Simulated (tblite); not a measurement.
Record of a relaxation.

Species: C₆H₁₀AsN.
SMILES with atom numbers: `[N:1]#[C:2][CH2:3][C@@H:4]1[CH2:5][CH2:6][CH2:7][AsH:8]1` (hydrogens: H9, H10 on C3; H11 on C4; H12, H13 on C5; H14, H15 on C6; H16, H17 on C7; H18 on As8)

Computed with GFN2-xTB (tblite), gas phase: L-BFGS steps from a force-field or distance-geometry start until the largest atomic force falls under 0.01 eV/Å. 9 of its 112 geometries are shown.

Step 0: E = -630.1069 eV, largest atomic force 3.724 eV/Å
```
atom  x, y, z in Å  |  force x, y, z in eV/Å
N1     -3.651    1.025   -0.395    1.415  -1.060   0.948
C2     -2.857    0.388    0.158   -0.473   0.094  -0.065
C3     -1.819   -0.427    0.857   -1.571   0.738   0.233
C4     -0.472    0.231    0.637    0.803  -1.099   0.919
C5     -0.146    0.296   -0.814   -2.182   1.320  -1.180
C6      1.295    0.432   -1.039    1.693   1.199  -3.093
C7      2.106   -0.608   -0.359    1.327   0.585   2.168
As8     1.000   -0.985    1.233   -0.608  -2.466   1.137
H9     -2.033   -0.436    1.956   -0.131  -0.056  -0.730
H10    -1.886   -1.465    0.474    0.181   0.440   0.095
H11    -0.416    1.163    1.189   -0.078   0.415  -0.275
H12    -0.585   -0.559   -1.385    0.404   0.340   0.550
H13    -0.660    1.212   -1.193    0.157  -0.484  -0.314
H14     1.658    1.474   -0.851   -0.312  -0.727   0.336
H15     1.478    0.302   -2.142   -0.131   0.320   0.465
H16     3.047   -0.151    0.071   -0.442  -0.651  -0.845
H17     2.336   -1.515   -0.941   -0.194   0.427   0.295
H18     1.595   -0.372    2.531    0.143   0.664  -0.643
```

Step 14: E = -630.9989 eV, largest atomic force 0.264 eV/Å
```
atom  x, y, z in Å  |  force x, y, z in eV/Å
N1     -3.619    1.009   -0.355   -0.006   0.014   0.024
C2     -2.850    0.376    0.207   -0.022   0.037   0.014
C3     -1.851   -0.409    0.884   -0.024  -0.005   0.000
C4     -0.443    0.150    0.644    0.087  -0.079  -0.059
C5     -0.171    0.327   -0.851    0.038   0.011  -0.047
C6      1.332    0.477   -1.081    0.015  -0.037  -0.009
C7      2.087   -0.583   -0.265   -0.057  -0.009   0.058
As8     0.954   -1.160    1.275    0.125   0.223   0.067
H9     -2.086   -0.444    1.953    0.018   0.046   0.029
H10    -1.903   -1.433    0.494   -0.037  -0.020  -0.023
H11    -0.316    1.107    1.165   -0.079  -0.078  -0.076
H12    -0.532   -0.561   -1.387    0.060   0.052   0.051
H13    -0.710    1.195   -1.243    0.020  -0.073  -0.012
H14     1.649    1.485   -0.791   -0.054  -0.145   0.066
H15     1.559    0.351   -2.144   -0.017   0.122   0.069
H16     3.054   -0.199    0.073   -0.074  -0.148  -0.069
H17     2.268   -1.477   -0.872    0.047   0.103  -0.044
H18     1.570   -0.206    2.281   -0.040  -0.015  -0.039
```

Step 28: E = -631.0677 eV, largest atomic force 0.120 eV/Å
```
atom  x, y, z in Å  |  force x, y, z in eV/Å
N1     -3.627    1.083   -0.265   -0.058   0.050  -0.043
C2     -2.865    0.400    0.244    0.068  -0.019   0.050
C3     -1.875   -0.433    0.876    0.046   0.000  -0.008
C4     -0.460    0.095    0.594   -0.024   0.054  -0.017
C5     -0.144    0.254   -0.892   -0.090   0.000   0.007
C6      1.356    0.498   -1.009   -0.089   0.046  -0.026
C7      2.088   -0.632   -0.289   -0.046   0.035  -0.010
As8     1.014   -1.079    1.323   -0.082  -0.070   0.022
H9     -2.060   -0.429    1.956    0.002  -0.020   0.011
H10    -2.008   -1.457    0.512    0.090  -0.042  -0.064
H11    -0.377    1.081    1.065    0.015   0.004   0.022
H12    -0.424   -0.652   -1.439    0.074  -0.071   0.027
H13    -0.717    1.080   -1.321    0.028   0.025  -0.021
H14     1.587    1.450   -0.524    0.022   0.020   0.005
H15     1.655    0.575   -2.056    0.045  -0.027   0.005
H16     3.106   -0.342   -0.018   -0.020  -0.054  -0.036
H17     2.156   -1.517   -0.929   -0.042   0.010  -0.004
H18     1.585    0.031    2.160    0.063   0.061   0.082
```

Step 42: E = -631.0855 eV, largest atomic force 0.043 eV/Å
```
atom  x, y, z in Å  |  force x, y, z in eV/Å
N1     -3.624    1.091   -0.243    0.021  -0.026   0.016
C2     -2.859    0.398    0.251   -0.018  -0.003   0.008
C3     -1.858   -0.440    0.861   -0.022   0.000   0.001
C4     -0.459    0.128    0.597   -0.027  -0.015  -0.005
C5     -0.142    0.253   -0.891    0.027   0.014  -0.002
C6      1.353    0.518   -0.996    0.033  -0.001   0.005
C7      2.057   -0.636   -0.288   -0.005  -0.018   0.000
As8     1.005   -1.044    1.349   -0.002   0.043   0.003
H9     -2.049   -0.482    1.940   -0.009  -0.014  -0.017
H10    -1.947   -1.454    0.454    0.006   0.034  -0.010
H11    -0.393    1.121    1.057   -0.009  -0.027  -0.002
H12    -0.377   -0.688   -1.403   -0.008   0.013   0.014
H13    -0.730    1.045   -1.360    0.007   0.021   0.016
H14     1.583    1.461   -0.493    0.004   0.000  -0.007
H15     1.675    0.603   -2.036   -0.009  -0.011   0.008
H16     3.100   -0.411   -0.055   -0.014  -0.005  -0.025
H17     2.044   -1.522   -0.932    0.020  -0.021   0.005
H18     1.611    0.066    2.177    0.005   0.019  -0.009
```

Step 56: E = -631.0942 eV, largest atomic force 0.043 eV/Å
```
atom  x, y, z in Å  |  force x, y, z in eV/Å
N1     -3.657    1.070   -0.198    0.004   0.021   0.009
C2     -2.871    0.381    0.267   -0.029  -0.021  -0.008
C3     -1.854   -0.466    0.832    0.016  -0.016  -0.008
C4     -0.467    0.149    0.612    0.026  -0.007   0.007
C5     -0.131    0.286   -0.872   -0.006   0.004   0.004
C6      1.372    0.502   -0.987   -0.011   0.002   0.008
C7      2.042   -0.671   -0.281   -0.016  -0.012   0.012
As8     1.027   -0.962    1.404   -0.014  -0.020  -0.010
H9     -2.060   -0.595    1.901    0.023   0.023   0.004
H10    -1.915   -1.447    0.348    0.010  -0.042   0.003
H11    -0.447    1.136    1.087   -0.011   0.013  -0.030
H12    -0.393   -0.643   -1.389   -0.007   0.015  -0.017
H13    -0.695    1.098   -1.335    0.005   0.027   0.009
H14     1.644    1.435   -0.486   -0.017   0.036  -0.012
H15     1.682    0.572   -2.031    0.013   0.002  -0.014
H16     3.101   -0.490   -0.095    0.013  -0.008   0.019
H17     1.965   -1.570   -0.899   -0.012  -0.029   0.009
H18     1.648    0.220    2.110    0.015   0.010   0.014
```

Step 69: E = -631.0976 eV, largest atomic force 0.029 eV/Å
```
atom  x, y, z in Å  |  force x, y, z in eV/Å
N1     -3.661    1.058   -0.171   -0.016  -0.006  -0.012
C2     -2.875    0.353    0.269    0.004   0.004   0.008
C3     -1.844   -0.488    0.820   -0.009  -0.002  -0.002
C4     -0.469    0.159    0.610   -0.011   0.000  -0.015
C5     -0.128    0.311   -0.873    0.001   0.012   0.000
C6      1.379    0.494   -0.988    0.005   0.002  -0.001
C7      2.027   -0.684   -0.270    0.015   0.001  -0.011
As8     1.025   -0.930    1.425    0.003  -0.001   0.006
H9     -2.045   -0.627    1.889    0.010   0.003   0.006
H10    -1.886   -1.466    0.329    0.005  -0.009   0.004
H11    -0.479    1.148    1.083    0.010  -0.010  -0.009
H12    -0.415   -0.598   -1.414   -0.008   0.014   0.024
H13    -0.670    1.150   -1.315    0.003  -0.001  -0.011
H14     1.665    1.432   -0.502    0.009  -0.006   0.010
H15     1.692    0.547   -2.034    0.000  -0.003   0.006
H16     3.093   -0.528   -0.093   -0.005   0.000  -0.004
H17     1.924   -1.593   -0.873   -0.009   0.005   0.004
H18     1.658    0.268    2.097   -0.007  -0.003  -0.002
```

Step 83: E = -631.0983 eV, largest atomic force 0.021 eV/Å
```
atom  x, y, z in Å  |  force x, y, z in eV/Å
N1     -3.685    1.023   -0.174    0.006  -0.003  -0.006
C2     -2.882    0.338    0.267   -0.014  -0.004   0.002
C3     -1.840   -0.487    0.819   -0.005   0.003   0.000
C4     -0.469    0.169    0.608   -0.001  -0.006   0.004
C5     -0.123    0.326   -0.873   -0.003   0.001  -0.001
C6      1.386    0.494   -0.986   -0.005   0.005   0.009
C7      2.022   -0.693   -0.271   -0.012   0.000   0.005
As8     1.021   -0.922    1.428    0.020   0.000  -0.007
H9     -2.033   -0.622    1.890   -0.007  -0.002  -0.008
H10    -1.873   -1.470    0.334    0.006   0.006   0.010
H11    -0.481    1.154    1.086    0.001   0.006  -0.010
H12    -0.422   -0.577   -1.416    0.003  -0.005  -0.005
H13    -0.654    1.171   -1.315   -0.009   0.009   0.001
H14     1.679    1.425   -0.494    0.012   0.002   0.002
H15     1.702    0.549   -2.031   -0.008  -0.005   0.006
H16     3.090   -0.552   -0.103    0.006  -0.001   0.009
H17     1.899   -1.601   -0.870    0.000  -0.006  -0.012
H18     1.656    0.279    2.091    0.009  -0.001   0.001
```

Step 97: E = -631.0988 eV, largest atomic force 0.017 eV/Å
```
atom  x, y, z in Å  |  force x, y, z in eV/Å
N1     -3.696    0.993   -0.197    0.000   0.007  -0.007
C2     -2.887    0.325    0.257    0.000  -0.001  -0.007
C3     -1.838   -0.484    0.822    0.005   0.003   0.003
C4     -0.469    0.176    0.612    0.009   0.000   0.001
C5     -0.123    0.337   -0.869   -0.004  -0.001  -0.001
C6      1.388    0.495   -0.984    0.001  -0.001   0.001
C7      2.015   -0.700   -0.275    0.015   0.002  -0.008
As8     1.020   -0.920    1.428    0.002  -0.006  -0.001
H9     -2.037   -0.609    1.893   -0.003   0.000   0.010
H10    -1.863   -1.472    0.349    0.007  -0.001  -0.003
H11    -0.481    1.162    1.091   -0.004  -0.006   0.002
H12    -0.425   -0.562   -1.415   -0.007   0.000  -0.004
H13    -0.650    1.188   -1.306   -0.002   0.000  -0.001
H14     1.692    1.422   -0.490   -0.003   0.000   0.003
H15     1.701    0.550   -2.029   -0.003  -0.002   0.005
H16     3.085   -0.565   -0.104   -0.007  -0.009  -0.009
H17     1.887   -1.604   -0.878   -0.001   0.011   0.012
H18     1.672    0.276    2.083   -0.003   0.005   0.002
```

Step 111: E = -631.0992 eV, largest atomic force 0.009 eV/Å
```
atom  x, y, z in Å  |  force x, y, z in eV/Å
N1     -3.682    0.968   -0.243   -0.002   0.001  -0.001
C2     -2.878    0.310    0.236    0.007  -0.006   0.001
C3     -1.834   -0.485    0.829   -0.006   0.000   0.000
C4     -0.466    0.180    0.621   -0.007  -0.002  -0.001
C5     -0.126    0.347   -0.860    0.002  -0.001   0.001
C6      1.385    0.497   -0.980    0.000   0.004  -0.002
C7      2.008   -0.705   -0.280   -0.007   0.001   0.003
As8     1.026   -0.917    1.431    0.006   0.000  -0.001
H9     -2.045   -0.594    1.899    0.002  -0.001  -0.002
H10    -1.846   -1.481    0.370   -0.004   0.005   0.002
H11    -0.481    1.163    1.105    0.000  -0.001   0.000
H12    -0.439   -0.545   -1.412    0.003   0.002   0.001
H13    -0.649    1.205   -1.290    0.002  -0.004   0.004
H14     1.696    1.419   -0.481    0.004   0.004   0.001
H15     1.694    0.556   -2.026    0.002   0.000  -0.007
H16     3.081   -0.585   -0.122    0.000   0.002   0.000
H17     1.863   -1.607   -0.883   -0.003  -0.004   0.000
H18     1.683    0.282    2.075    0.000  -0.001   0.002
```

Question: Summarise the path.

Answer: The energy falls by 0.9924 eV from step 0 to step 111; nine tenths of that is first reached at step 15. It rises by more than 0.2 meV at step 2. The largest force goes from 3.724 to 0.009 eV/Å. Among the bonds C5–C6 changes most, from 1.465 to 1.523 Å; the atoms move by 0.298 Å rms after alignment.

What follows is the cost of the whole relaxation. Hardware: one thread of an Arm Neoverse V1, shared host. Cost: 0.79 s wall.
